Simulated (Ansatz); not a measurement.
Born–Oppenheimer molecular dynamics of ClGeH5O (8 atoms, charge 0, multiplicity 1). It starts at the highest image of a converged band. Of that band: Neighbouring images differ by up to 1.5 eV, so the band resolves the path poorly. A vibrational analysis at the climbing image gives one clearly imaginary mode, 1267i cm⁻¹: a first-order saddle point.

The calculation used RKS PBE/def2-SVP in Ansatz 0.2.0.

* ensemble: NVE (velocity Verlet)
* time step: 0.5 fs
* steps asked: 200
* starting velocities drawn for: 100 K
* seed: 9577

First frame:

```xyz
8
Properties=species:S:1:pos:R:3
Ge -0.056 -0.158 0.017
O 0.375 -0.161 1.996
H -0.422 -0.113 2.563
H 1.279 0.232 -0.651
H -1.036 1.042 0.188
Cl -1.308 -1.402 -1.316
H 0.598 -1.828 0.625
H 0.568 -1.306 1.492
```

Q: How far do the bonds stretch over the last three quarters of this one trajectory? (Pairs bonded in most of those frames.)

A: 
| bond | mean (Å) | spread (Å) | shortest | longest |
| --- | --- | --- | --- | --- |
| Ge1–H4 | 1.557 | 0.021 | 1.52 | 1.59 |
| Ge1–H5 | 1.549 | 0.019 | 1.52 | 1.58 |
| Ge1–Cl6 | 2.201 | 0.038 | 2.15 | 2.25 |
| Ge1–H7 | 1.560 | 0.061 | 1.47 | 1.65 |
| O2–H3 | 0.977 | 0.017 | 0.94 | 1.02 |
| O2–H8 | 0.983 | 0.038 | 0.92 | 1.04 |

Mean temperature of the second half: 1828 K. The conserved energy stayed within 0.27 meV per atom of its start (net change -0.058 meV per atom), so the integration is sound. The kinetic energy rose, since the run started high on the potential surface and went downhill. It ends in pieces (ClGeH3 + H2O), so much of that is their flight and rotation, not heat. A run of 0.1 ps of so small a system gives no equilibrium averages. The orbitals stay closed-shell, which can raise the energy where a bond breaks towards radicals; this wasn't checked here.

The run took 4.1 min on 2 threads of Arm Neoverse V1 (shared host), peak memory 0.15 GiB.
